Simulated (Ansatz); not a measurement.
Consider the hydrogenolysis of a Ge–Ge bond: `[F][GeH]([F])[GeH3]` + H₂ → `[F][GeH2][F]` + GeH₄.

Isolated molecules relaxed with PBE0-D4/def2-TZVP in Ansatz; ΔE leaves out vibrations. CBS: MP2 limit from def2 TZ/QZ plus the TZ coupled-cluster correction, frozen cores. This one scheme is used for every species. DFT in def2-TZVPP. B3LYP here is the variant with VWN-RPA as its local correlation; programs differ in this. HSE06 is defined as in plane-wave codes. For Ge outer-core shells are correlated without core-valence functions, which leaves a few kJ/mol of doubt a bond. Scalar relativity is left out up to krypton.

`[F][GeH]([F])[GeH3]`:

Z-matrix (Å, degrees):
```
Ge
F 1 1.734
Ge 1 2.425 2 108.4
F 1 1.734 2 104.0 3 115.2
H 1 1.537 2 106.2 3 -132.9
H 3 1.533 1 108.5 2 176.4
H 3 1.531 1 108.4 2 56.1
H 3 1.533 1 108.5 2 -64.1
```

H₂:

Z-matrix (Å, degrees):
```
H
H 1 0.746
```

`[F][GeH2][F]`:

```xyz
5

F    -0.013   -1.253   -1.088
Ge   -0.060    0.093   -0.010
F     1.028   -0.317    1.263
H    -1.466    0.173    0.580
H     0.512    1.304   -0.745
```

GeH₄:

Cartesian coordinates in Å:
```
Ge 0.000 0.000 0.000
H 1.037 0.080 -1.128
H -0.662 1.371 0.184
H 0.695 -0.411 1.304
H -1.069 -1.040 -0.360
```

CCSD(T)/CBS gives +10.2 kJ/mol.

Q: Another level gave +5.1 kJ/mol. Which?
A. PBE-D4/def2-TZVPP
B. B3LYP/def2-TZVPP
C. LC-ωPBE/def2-TZVPP
D. HSE06-D4/def2-TZVPP

A: B. B3LYP 5.1, HSE06-D4 12.7, LC-ωPBE 1.1, PBE-D4 19.9 kJ/mol.

Largest T1 diagnostic among the species: 0.012.

From PBE to PBE0 (25 % exact exchange), in def2-TZVPP and without D4, ΔE moves by −6.8 kJ/mol. The D4 term adds +7.8 kJ/mol with B3LYP and +4.3 kJ/mol with PBE0; it sums over pairs of atoms, weighted by their polarisabilities, and B3LYP, whose exchange is more repulsive, gets the larger term.
